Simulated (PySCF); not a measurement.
BrGe, SMILES [Ge][Br] (connectivity only; charge and spin as stated), neutral, multiplicity 2.

Geometry optimised at PBE0-D3(BJ)/def2-TZVP.

These are B3LYP/def2-TZVPD run with PySCF values and carry that method's errors.

Isolated molecule, no solvent.

Q: Estimate the frontier levels, dipole moment. (An estimate is asked for; the answer gives what the named calculation found.)

A: 
| Quantity | Value |
|---|---|
| α spin, highest occupied and lowest empty level | -4.92 and -3.39 eV |
| β spin, highest occupied and lowest empty level | -8.41 and -3.16 eV |
| dipole moment | 1.54 D |
| ⟨S²⟩ | 0.753 (pure state 0.75) |
